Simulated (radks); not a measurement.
Results of a calculation; reference values are marked as such.
Question: The mean radii <r> (bohr) of the occupied orbitals of an atom or ion are listed with their occupations. Level of theory: non-relativistic Kohn-Sham, LB94 model potential, spin-polarised, spherical densities, point nucleus (a radial shooting solver on a logarithmic mesh with Libxc functionals).

| orbital | occ. | <r> |
|---|---|---|
| 1s | 2 | 0.02045 |
| 2s | 2 | 0.08636 |
| 2p | 6 | 0.07302 |
| 3s | 2 | 0.2192 |
| 3p | 6 | 0.2092 |
| 3d | 10 | 0.1834 |
| 4s | 2 | 0.4902 |
| 4p | 6 | 0.4969 |
| 4d | 10 | 0.5118 |
| 5s | 2 | 1.047 |
| 4f | 14 | 0.5593 |

Name the element and its charge. Open shells, if any, are filled with parallel spins first.

Answer: Z = 74, tungsten, charge +12: W12+ in [Kr] 4d10 4f14 5s2. The 1s radius gives Z: for a bare nucleus <r> = 1.5/Z, 0.02027 bohr for Z = 74, and screening makes it slightly larger (0.02045 here). The occupations add up to 62, and the charge is Z minus that.
